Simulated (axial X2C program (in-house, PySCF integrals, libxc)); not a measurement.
Working with the constants of CaSe⁻

A bond curve at the PBE0 level, 2c, was computed with an in-house all-electron X2C program for linear molecules (integrals from PySCF) (basis Se dyall-acv3z [9s10p7d5f1g], Ca dyall-acv3z [12s13p7d5f] (cores contracted in-house)) for the state Ω = 1/2 (⟨Sz⟩ = 0.50, ⟨Lz⟩ = 0.00 at PBE0). Its fit gives Re = 2.5325 Å, ωe = 314.0 cm⁻¹, ωexe = 0.904 cm⁻¹ and αe = 3.793e-04 cm⁻¹; the masses are 79.9165 and 39.9626 u. Two-component means X2C with spin–orbit coupling and atomic mean-field Coulomb and Gaunt terms.

Task: Find the reduced mass, Be and the force constant.

Result: From the PBE0 values: μ = 26.6408 u. Be = 16.8576/(μ Re²) = 0.09866 cm⁻¹. k = 5.8918×10⁻⁷ μ ωe² = 1.55 mdyn/Å.

Task: Estimate De from a Morse curve and compare with the computed well depth of 2.626 eV to Se- + Ca.

Result: De(Morse) = ωe²/(4ωexe) = 3.381 eV against 2.626 eV computed, a ratio of 1.29. The extrapolation overshoots: the well softens faster than a Morse curve, or the lowest atomic limit lies below the one to which the curve heads.

Task: Estimate the centrifugal constant by the Kratzer relation.

Result: D = 4Be³/ωe² = 3.90e-08 cm⁻¹.

Task: Where do the fundamental and the first overtone lie?

Result: ν(1←0) = ωe − 2ωexe = 312.2 cm⁻¹; ν(2←0) = 2ωe − 6ωexe = 622.6 cm⁻¹.

Task: A Morse curve ties αe to the other constants (Pekeris). How well does that hold?

Result: αe(Morse) = 6Be²/ωe × (√(ωexe/Be) − 1) = 3.770e-04 cm⁻¹; the PBE0 curve gives 3.793e-04 cm⁻¹, a ratio of 0.99.

The state is one determinant whose occupation by symmetry is held fixed; it was picked as the lowest of a PBE0 search that is not exhaustive. De is counted from the lowest determinant-based energies of the atoms at the same level, without counterpoise correction. Density functionals use the spin component along the axis (collinear). The functionals have no current-density term, which raises determinants with orbital currents, atoms included. The highest occupied level of some functionals is positive through self-interaction error; at Hartree–Fock it is bound.
